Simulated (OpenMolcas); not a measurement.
# N2+: effect of the basis set

| Property | Result |
| --- | --- |
| Program | OpenMolcas 26.06 |
| Method | SS-RASPT2, IPEA 0.25 Eh, imaginary shift 0.1 Eh (closed shells correlated: 1s) |
| Active space | 3 electrons in 9 orbitals (RAS2 2s 2p; RAS3 3d, at most 2 electrons) |
| State averaging | 2S+1 = 4 odd, 1 root; 2S+1 = 2 odd, 11 roots; 2S+1 = 4 even, 3 roots; 2S+1 = 2 even, 9 roots |
| Spin-orbit coupling | state interaction with AMFI integrals over the reference wave functions, term energies averaged over their components |

A. ANO-RCC-VTZP [4s3p2d1f], DKH2, point nucleus; CASPT2 step roughly 13 core-seconds
B. ANO-R2 [4s4p2d1f], X2C, finite nucleus; CASPT2 step of the order of 16 core-seconds
C. ANO-RCC-VQZP [5s4p3d2f1g], DKH2, point nucleus; CASPT2 step about 12 core-seconds
D. ANO-RCC [8s7p4d3f2g], DKH2, point nucleus; CASPT2 step roughly 16 core-seconds

Energies in cm-1 above 2s2 2p 2P* 1/2, the measured ground level; measured values from Moore, Selected Tables of Atomic Spectra, NSRDS-NBS 3, section 5.

```
         Level       A       B       C       D  Measured
2s2 2p 2P* 1/2     0.0     0.0     0.0     0.0       0.0
2s2 2p 2P* 3/2     156     156     158     158       174
 2s 2p2 4P 1/2   56358   56598   56614   56765          
 2s 2p2 4P 3/2   56415   56654   56671   56822     57247
 2s 2p2 4P 5/2   56510   56748   56765   56917     57328
 2s 2p2 2D 3/2  101376  101411  101012  101078    101031
 2s 2p2 2D 5/2  101377  101412  101013  101079    101024
 2s 2p2 2S 1/2  132069  131949  131114  131059    131004
 2s 2p2 2P 1/2  147114  146917  146308  146282    145876
 2s 2p2 2P 3/2  147223  147026  146419  146393    145986
   2p3 4S* 3/2  186334  186438  186273  186527    186797
   2p3 2D* 3/2  203370  203413  203016  203238    203089
   2p3 2D* 5/2  203372  203415  203018  203240    203075
   2p3 2P* 1/2  232134  231954  231220  231338    230404
   2p3 2P* 3/2  232141  231961  231227  231345    230409
```

Deviations, from unrounded energies. A percentage is the sum of absolute deviations over the sum of measured energies, with the sign that they share, or ± where signs differ.

```
                  Against measurement  Levels      A      B     C     D
       mean absolute deviation (cm-1)      13    800    700   340   330
fine structure of the ground term (%)       1  -10.3  -10.6  -9.5  -9.2
             other configurations (%)      12   ±0.6   ±0.5  ±0.2  ±0.2
```

C, D lie about equally close to measurement and A furthest from it. The largest miss of D in the table is 2p3 2P* 3/2, by +940 cm-1. The ranking rests on the paired levels alone, and a cruder setting can come out closer through cancelling errors.

Among A to D the level of the table that moves most is 2s 2p2 2S 1/2, by 1000 cm-1 (lowest in D, highest in A).

Active for correlation alone: 3d; no level in the range computed is led by a configuration that fills it, so any true level of that kind is missing. Measured partners are found by configuration, term and J. A level has none where our copy of the source lacks it or the pairing is in doubt (some pairs that miss far off the trend of their configuration count as doubtful), and it then counts in no deviation. Levels of configurations outside the active space are missing.

* marks odd parity.
